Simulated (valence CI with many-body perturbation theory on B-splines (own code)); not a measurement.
**E1 line list for Nd²⁹⁺**

Method: valence CI with perturbative core correlation (CI+MBPT): three valence electrons over a frozen Dirac-Fock core [Ar] 3d10, a basis of 11 s, 11 p, 10 d, 8 f, 5 g, 2 h functions for each j, with the one-electron correlation potential Σ1 (screened to all orders), the two-electron term Σ2, the three-electron term Σ3, Breit, model QED; selected single and double excitations, second order for the rest, scaled by the run's own slope (own B-spline code, finite nucleus).

No measured spectrum was set against this ion. As an estimate, large intervals hold to a few tenths of a per cent, small ones and those within an open d or f shell to about a per cent.

Lines 1 to 50 of 557 in falling wavelength, among levels below 33.768 Ry, chosen from the strongest by gf and those to the six lowest levels. Wavelengths and rates use the calculated energies. Electric multipoles are in the length gauge, E1 and E2 with the static RPA response of the core. Weak lines are less certain than strong ones. Lines between different terms over intervals too small for the method are left out, as are lines whose strength nearly cancels. Where a level lies close to another of its J and parity, the split of strength between their lines is uncertain. The highest levels of a list are the least certain.

Levels are named by their leading jj configuration (3d3/2^4 stands for four electrons in 3d with j = 3/2), which in mixed levels can hold well under half, so a name can repeat and another be missing. Letters in brackets count levels of one name in rising energy.

```tsv
λ vac (Å)	Upper	Lower	A (s⁻¹)	S (a.u.) with core polarisation	S without
393.9	(4s 4p1/2^2) J=1/2	(4s^2 4p3/2) J=3/2	4.67e+07	2.82e-03	3.03e-03
390.5	(4s^2 5p1/2) J=1/2	(4s^2 5s) J=1/2	7.59e+09	4.46e-01	4.53e-01
225.9	(4s 4p1/2 4p3/2) J=3/2 [a]	(4s^2 4p3/2) J=3/2	7.76e+08	1.77e-02	1.91e-02
224.0	(4p1/2 4p3/2 4f7/2) J=11/2	(4s 4p3/2 4f7/2) J=9/2 [b]	3.77e+09	2.51e-01	2.70e-01
221.9	(4p1/2 4p3/2 4f5/2) J=9/2	(4s 4p3/2 4f7/2) J=7/2 [b]	5.79e+09	3.12e-01	3.37e-01
221.6	(4p1/2 4d3/2 4d5/2) J=9/2	(4s 4d3/2 4d5/2) J=7/2 [b]	4.98e+09	2.67e-01	2.89e-01
209.6	(4p1/2 4p3/2 4d5/2) J=9/2	(4s 4p3/2 4d5/2) J=7/2 [a]	5.36e+09	2.44e-01	2.63e-01
209.0	(4p1/2 4p3/2 4f5/2) J=7/2	(4s 4p3/2 4f5/2) J=5/2 [b]	5.83e+09	2.10e-01	2.26e-01
205.9	(4p1/2 4d3/2^2) J=5/2	(4s 4d3/2^2) J=3/2	7.57e+09	1.96e-01	2.11e-01
205.1	(4s 4p1/2 4p3/2) J=5/2	(4s^2 4p3/2) J=3/2	5.56e+09	1.42e-01	1.53e-01
197.1	(4s 4p1/2^2) J=1/2	(4s^2 4p1/2) J=1/2	9.17e+09	6.93e-02	7.47e-02
194.9	(4p1/2^2 4f7/2) J=7/2	(4s 4p1/2 4f7/2) J=7/2 [c]	6.73e+09	1.97e-01	2.12e-01
190.4	(4p1/2^2 4p3/2) J=3/2	(4s 4p1/2 4p3/2) J=3/2 [b]	7.85e+09	1.07e-01	1.15e-01
188.1	(4p1/2 4p3/2 4d5/2) J=5/2 [c]	(4s 4p3/2 4d5/2) J=7/2 [b]	9.89e+09	1.95e-01	2.10e-01
187.1	(4p1/2 4d5/2^2) J=7/2	(4s 4d3/2 4d5/2) J=9/2	9.97e+09	2.58e-01	2.78e-01
186.3	(4p1/2^2 4f5/2) J=5/2	(4s 4p1/2 4f5/2) J=3/2	1.16e+10	2.23e-01	2.40e-01
183.6	(4p1/2 4p3/2 4f7/2) J=9/2 [a]	(4s 4p3/2 4f7/2) J=9/2 [a]	9.09e+09	2.77e-01	2.99e-01
180.7	(4p1/2 4d5/2^2) J=9/2	(4s 4d5/2^2) J=9/2	8.82e+09	2.57e-01	2.77e-01
179.6	(4s 4p1/2 4p3/2) J=3/2 [b]	(4s^2 4p3/2) J=3/2	5.48e+09	6.28e-02	6.76e-02
178.1	(4p1/2 4p3/2 4f7/2) J=11/2	(4s 4p3/2 4f7/2) J=11/2	1.13e+10	3.77e-01	4.06e-01
177.5	(4p1/2^2 4f7/2) J=7/2	(4s 4p1/2 4f7/2) J=7/2 [b]	9.88e+09	2.18e-01	2.35e-01
176.5	(4p1/2 4p3/2 4f7/2) J=7/2 [b]	(4s 4p3/2 4f7/2) J=9/2 [a]	1.19e+10	2.58e-01	2.78e-01
175.1	(4p1/2^2 4d3/2) J=3/2	(4s 4p1/2 4d3/2) J=5/2	1.81e+10	1.92e-01	2.06e-01
174.7	(4p1/2 4p3/2 4f7/2) J=9/2 [b]	(4s 4p3/2 4f7/2) J=11/2	1.64e+10	4.32e-01	4.66e-01
174.3	(4p1/2^2 4f7/2) J=7/2	(4s 4p1/2 4f7/2) J=9/2	2.22e+10	4.64e-01	5.00e-01
174.0	(4p1/2 4d3/2 4d5/2) J=7/2 [b]	(4s 4d5/2^2) J=9/2	1.42e+10	2.96e-01	3.20e-01
173.8	(4p1/2 4p3/2 4d5/2) J=7/2 [a]	(4s 4p3/2 4d5/2) J=9/2	2.21e+10	4.58e-01	4.93e-01
172.5	(4p1/2^2 4d5/2) J=5/2	(4s 4p1/2 4d5/2) J=7/2	2.81e+10	4.27e-01	4.60e-01
171.3	(4s 4p1/2 4p3/2) J=1/2	(4s^2 4p3/2) J=3/2	1.06e+10	5.25e-02	5.66e-02
170.3	(4p1/2 4d3/2 4d5/2) J=5/2 [b]	(4s 4d3/2 4d5/2) J=7/2 [a]	1.29e+10	1.89e-01	2.03e-01
168.7	(4p1/2 4p3/2 4d5/2) J=5/2 [a]	(4s 4p3/2 4d3/2) J=7/2	1.39e+10	1.98e-01	2.14e-01
168.3	(4p1/2^2 4p3/2) J=3/2	(4s 4p1/2 4p3/2) J=5/2	3.55e+10	3.34e-01	3.60e-01
166.9	(4p1/2 4p3/2 4d5/2) J=9/2	(4s 4p3/2 4d5/2) J=9/2	1.73e+10	3.96e-01	4.27e-01
156.5	(4p1/2^2 4p3/2) J=3/2	(4s 4p1/2 4p3/2) J=3/2 [a]	1.05e+10	7.94e-02	8.55e-02
149.2	(4p3/2 4d5/2^2) J=11/2	(4s 4p3/2 4f7/2) J=9/2 [a]	7.32e+09	1.44e-01	1.56e-01
148.5	(4p3/2^2 4f7/2) J=11/2	(4s 4p3/2 4f7/2) J=9/2 [c]	2.46e+10	4.78e-01	5.15e-01
143.7	(4s 4p1/2 4p3/2) J=3/2 [a]	(4s^2 4p1/2) J=1/2	3.18e+08	1.86e-03	2.00e-03
143.6	(4p1/2 4p3/2 4f5/2) J=7/2	(4p3/2^2 4d3/2) J=7/2	1.74e+10	2.04e-01	2.19e-01
142.2	(4p3/2^2 4d5/2) J=9/2	(4s 4p3/2 4d5/2) J=7/2 [b]	3.17e+10	4.50e-01	4.86e-01
139.4	(4p3/2 4d5/2^2) J=9/2	(4s 4d5/2^2) J=7/2	2.53e+10	3.39e-01	3.66e-01
139.0	(4s 4p1/2 4f7/2) J=7/2 [c]	(4s 4p3/2 4d3/2) J=5/2 [b]	1.40e+10	1.48e-01	1.60e-01
138.5	(4s 4p3/2^2) J=5/2	(4s^2 4p3/2) J=3/2	1.16e+10	9.11e-02	9.83e-02
138.1	(4p3/2^2 4d5/2) J=5/2 [a]	(4s 4p3/2 4d5/2) J=3/2	2.38e+10	1.86e-01	2.01e-01
137.8	(4p3/2^2 4f7/2) J=7/2	(4s 4d5/2^2) J=7/2	1.75e+10	1.80e-01	1.94e-01
137.8	(4p1/2 4p3/2^2) J=3/2	(4s 4p1/2 4p3/2) J=3/2 [b]	2.55e+08	1.32e-03	1.45e-03
137.6	(4p3/2^3) J=3/2	(4s 4p3/2^2) J=3/2	3.88e+10	1.99e-01	2.15e-01
137.4	(4p3/2 4d3/2 4d5/2) J=7/2 [a]	(4s 4d3/2 4d5/2) J=5/2 [b]	1.51e+10	1.54e-01	1.66e-01
137.3	(4p1/2 4p3/2 4f7/2) J=11/2	(4p3/2^2 4d5/2) J=9/2	9.11e+09	1.39e-01	1.50e-01
137.0	(4p3/2^2 4f7/2) J=11/2	(4s 4p3/2 4f7/2) J=9/2 [b]	1.31e+10	2.00e-01	2.14e-01
136.7	(4p1/2 4p3/2^2) J=5/2	(4s 4p1/2 4p3/2) J=3/2 [b]	9.74e+09	7.37e-02	7.94e-02
```
